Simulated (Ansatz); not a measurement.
Basis-set extrapolation for BClH$_{2}$OSi (`ClB1O[SiH2]1`) (PBE0-D4/def2-TZVP geometry, frozen core, Ansatz 0.2.0). Multiplicity 1, RHF reference.

|  | def2-TZVPP | def2-QZVPP |
| --- | --- | --- |
| HF | -849.268602 | -849.294942 |
| MP2 correlation | -0.633144 | -0.685993 |
| CCSD(T) correlation | -0.694956 | not run |

Energies in hartree. Use E(X) = E(∞) + A·exp(−7.88·√X) for Hartree–Fock and E(X) = E(∞) + B·X^(−2.97) for correlation, with X = 3 and 4, and add CCSD(T) minus MP2 of the smaller set to the MP2 limit.

What is the CCSD(T) energy at the basis-set limit?

HF limit: -849.294942 + (-0.026340) × 0.13774 = -849.29857. MP2 limit: -0.685993 + (-0.052849) × 0.74074 = -0.72514. Higher-order term: -0.694956 − (-0.633144) = -0.06181. Total: -850.08552 hartree, 320.2 kJ/mol below CCSD(T)/def2-TZVPP.
